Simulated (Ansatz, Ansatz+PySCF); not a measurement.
```xyz
12

B     1.4245   -0.0095   -0.0488
N     0.7145    1.1916    0.0174
B    -0.7511    1.2254    0.0320
N    -1.4179    0.0053   -0.0482
B    -0.7305   -1.2658    0.0389
N     0.7163   -1.2174   -0.0453
H     2.6675   -0.0299    0.0142
H     1.1949    2.0905    0.0319
H    -1.2869    2.2457   -0.0262
H    -2.4855   -0.0153   -0.0250
H    -1.2827   -2.2616   -0.0346
H     1.2215   -2.0785   -0.0313
```

Basis set: def2-SVP (spherical functions). Frozen core: 6 orbitals. Charge 0, multiplicity 1.

Computed with Ansatz (development build ahead of 0.2.0); each method stands on the lowest determinant of its kind that the runs found. Restricted open shells among the atoms or ions are ROHF, correlated in semicanonical orbitals with singles.

The atomization energy at this shape (free ground-state atoms in the same class of orbitals less the molecule, no zero-point energy) of singlet B3N3H6:

```tsv
method	atomization energy
RHF	928.73 kcal/mol
```

Task: What does RHF-MP2 give?

Result: 1181.77 kcal/mol. Caution: the shape is not the minimum.
